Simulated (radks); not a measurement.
Numerical settings for the nickel ion Ni+, [Ar] 3d9. Method: scalar-relativistic Kohn-Sham, r2SCAN, spin-unpolarised, spherical densities, finite nucleus; meta-GGA in the generalised Kohn-Sham scheme; Fermi nuclear charge, rms radius 3.7757 fm; computed with a radial shooting solver on a logarithmic mesh with Libxc functionals. The defaults (mesh step 0.008 in ln r, mesh end at 40 bohr or more with all orbitals vanishing there, Anderson mixing 0.5 over 9 steps, residual threshold near 1e-9 with the energy settled to 1e-9 hartree or 1e-11 of itself, here a cap of 60 iterations) give E = -1520.532 hartree and 3d at -12.893 eV in 15 iterations. Run on one thread of a shared host, so times are rough (Arm Neoverse V2): 0.08 s of CPU time, 0.08 s wall, 15 iterations on 2189 mesh points. Changes against that run (0 stands for a change within the tolerance of the run):

setting                     iterations         converged  E (mhartree)  e(3d) (meV)  CPU (s)
mesh step in ln r 0.2                8                no      diverged            -     0.01
mesh step in ln r 0.12               2                no      diverged            -        0
mesh step in ln r 0.005             17               yes             0            0     0.13
mesh end (bohr) 3                   13               yes          +278    +6.05e+03     0.06
mesh end (bohr) 1                   11  level above zero     +6.47e+04    +2.37e+05     0.04
residual threshold 0.01             12               yes             0       -0.642     0.06
residual threshold 1e-16            60                no             0            0     0.18
mixing 1.5                          20               yes             0            0     0.11
linear mixing, mixing 0.05          60                no         +3.01         -521     0.26
linear mixing, mixing 0.2           60                no             0     +0.00296     0.23
mixing history 20                   15               yes             0            0     0.08
iteration cap 8                      8                no       +0.0043        +23.9     0.04

Settled on a wrong energy, with an occupied level pushed above zero by the early mesh end: mesh end (bohr) 1 (+64.7 hartree). Apart from these: settings that end as converged yet miss the energy by more than 1 mhartree: mesh end (bohr) 3 (+0.278 hartree). A mesh that ends early acts as a hard wall.
